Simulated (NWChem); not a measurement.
Species: CH3BrMgN2

```xyz
8

Mg     0.0000     0.0000    -0.5204
Br     0.0000     0.0000     1.8494
C      0.0000     0.0000    -2.9326
N      0.0000    -1.1229    -2.2377
N      0.0000     1.1229    -2.2377
H      0.0000     0.0000    -4.0380
H      0.0000    -1.9882    -2.7611
H      0.0000     1.9882    -2.7611
```
Atoms are numbered in this order, from 1.

Computed with NWChem. Pople sets run with spherical d functions. Structure relaxed at the PBE0/def2-SVP level.

### Question
Taking PBE0/6-311G** as the yardstick, which of these has the fewest basis functions while keeping “dipole (D)” within 0.05 D of it: PBE0/3-21G; PBE0/STO-3G; PBE0/6-31G*?

### Answer
none of them.
```json
[
 {"level": "PBE0/STO-3G", "basis functions": "45", "dipole (D)": "5.16", "relative time (rough)": "1"},
 {"level": "PBE0/3-21G", "basis functions": "68", "dipole (D)": "6.09", "relative time (rough)": "1"},
 {"level": "PBE0/6-31G*", "basis functions": "98", "dipole (D)": "5.76", "relative time (rough)": "6"},
 {"level": "PBE0/6-311G**", "basis functions": "142", "dipole (D)": "5.69", "relative time (rough)": "7"}
]
```

The yardstick is one finite set, not the basis-set limit.
